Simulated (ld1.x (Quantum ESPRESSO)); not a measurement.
# What one change does to a pseudopotential (iodine (I), TM semilocal)

| Quantity | Value |
| --- | --- |
| Element | I (Z = 53) |
| Generator | ld1.x (Quantum ESPRESSO) 7.5 |
| Type | norm-conserving Troullier–Martins (semilocal form) |
| Functional | PW91 |
| Relativity | scalar-relativistic |
| Frozen core | [Kr] |
| Valence charge | 17 |
| Reference configuration | 4d10 5s2 5p4 (charge +1) |
| Partial waves | 5s (bound): rc 1.25 bohr; 4d (bound): rc 1.25 bohr; 5p (bound): rc 1.85 bohr |
| Local potential | the p channel |
| Core correction | none |

Change: wave 5s (bound): rc 1.25 bohr becomes 5s (bound): rc 1.40 bohr.

Cutoffs: the cutoffs (Ry, on a coarse ladder) from which the occupation-weighted sum of valence levels, in a spherical-Bessel basis at the reference potential, stays within 10 and 1 mRy of its value at 400 Ry; they do not see the model core or the augmentation charge, which bear on the density cutoff. Errors are all-electron minus pseudo energies relative to the spin-unpolarised reference configuration.

Question: How do hardness, ghosts and transferability respond?

Answer: The potential gets softer (140 Ry and 230 Ry → 120 Ry and 200 Ry); of the 7 tests that both files solve, the error grows in 1 and shrinks in 6 by more than 15 % and 0.3 meV (median size 10.1 → 7.5 meV); the range in which the s phases agree widens (upper end -0.9 → 0.9); neither file shows a bound ghost. A larger radius leaves more room for a smooth pseudo-wave, so fewer plane waves are needed. A semilocal file is local in each channel, so a ghost entry of none says nothing of the separable form that plane-wave codes build from it.

```csv
quantity,base,changed
"cutoff, loose",140 Ry,120 Ry
"cutoff, tight",230 Ry,200 Ry
loose cutoff by channel (10 mRy a level),"s 110 Ry, d 100 Ry, p 15 Ry","s 40 Ry, d 100 Ry, p 15 Ry"
bound ghosts,none,none
"error for 4d10 5s2 5p5, meV [ΔE -11.19 eV]",+7.5,+6.0
"error for 4d10 5s2 5p3, meV [ΔE 19.92 eV]",+3.3,-0.3
"error for 4d10 5s2 5p2, meV [ΔE 49.33 eV]",+33,+12
"error for 4d10 5s2 5p4.5, meV [ΔE -6.63 eV]",+3.2,+2.7
"error for 4d10 5s2 5p5.3, meV [ΔE -12.98 eV]",+10,+7.9
"error for 4d9 5s2 5p6, meV [ΔE 34.68 eV]",+87,-296
"error for 4d10 5s1 5p5, meV [ΔE 11.00 eV]",+11,-7.5
s: phases at 2.01 bohr within 0.05 rad from the reference energy up to (Ry; the scan ends near 5),-0.9,0.9
p: phases at 2.01 bohr within 0.05 rad from the reference energy up to (Ry; the scan ends near 5),4.1,4.1
d: phases at 2.01 bohr within 0.05 rad from the reference energy up to (Ry; the scan ends near 5),to the end of the scan,to the end of the scan
```
